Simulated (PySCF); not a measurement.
Compound: C3H10GeOSi.
Structure used (PBE0-D3(BJ)/def2-SVP), in Å, numbered top down from 1:
```
atom  x, y, z in Å
C1     2.5752   -1.1386   -0.7508
C2     2.1335   -0.4552    0.3097
Ge3    1.2747    1.2721    0.1365
O4    -0.4256    1.1365    0.6474
Si5   -1.6645    0.0929    0.2775
C6    -1.4459   -1.5591    1.1301
H7     2.4783   -0.7494   -1.7712
H8     3.0551   -2.1193   -0.6540
H9     2.2487   -0.8881    1.3113
H10    1.3144    1.7000   -1.3446
H11    1.8818    2.3321    1.0681
H12   -2.9363    0.7367    0.7238
H13   -1.7323   -0.1208   -1.2067
H14   -0.5353   -2.0659    0.7750
H15   -1.3672   -1.4285    2.2205
H16   -2.3065   -2.2160    0.9248
```

Lines to be assigned: C 1s: 290.03 (area 1), 290.39 (area 1), 290.71 (area 1) eV; O 1s: 536.91 eV; Si 1s: 1846.71 eV; Si 2p3/2: 106.77 eV.

Computed with delta-SCF UKS SCAN, pcX-2 on the ionised atom, pcseg-1 elsewhere, spin-free X2C in PySCF. Geometry: PBE0-D3(BJ)/def2-SVP, one conformer, isolated molecule.

**Question.** Order the carbon atoms by C 1s binding energy.

**Answer.** 290.03 eV: C6 (Si-methyl carbon); 290.39 eV: C2 (alkene CH carbon); 290.71 eV: C1 (terminal =CH2 carbon). Lowest listed C 1s: C6, bonded to 3 H and Si. Highest, 0.68 eV above it: C1, bonded to C (double bond) and 2 H. Summing the Pauling electronegativity differences to the bonded atoms, each weighted by its formal bond order, gives -1.70 for the lowest site and -0.70 for the highest; no listed site has a larger sum than the highest.

Bonded neighbours of each site: C1: C (double bond) and 2 H; C2: C (double bond), H and Ge; O4: Ge and Si; Si5: O, C and 2 H; C6: 3 H and Si.

**Question.** Which photon energy gives electrons from C 1s of C6 a kinetic energy of 200 eV, and what is their de Broglie wavelength?

**Answer.** hν = 290.03 + 200 = 490.03 eV, recoil neglected; λ = 12.264 Å/√(E/eV) = 0.87 Å.

2p3/2 and 2p1/2 are the ΔSCF energy of one spin-free 2p hole plus the eigenvalues of a spin–orbit and ligand-field matrix of the shell. 2p1/2 minus 2p3/2 (ligand field included): Si 0.63 eV. No level of germanium is listed.

On x86-64 server, one thread (shared host), this took 83 s of wall time.
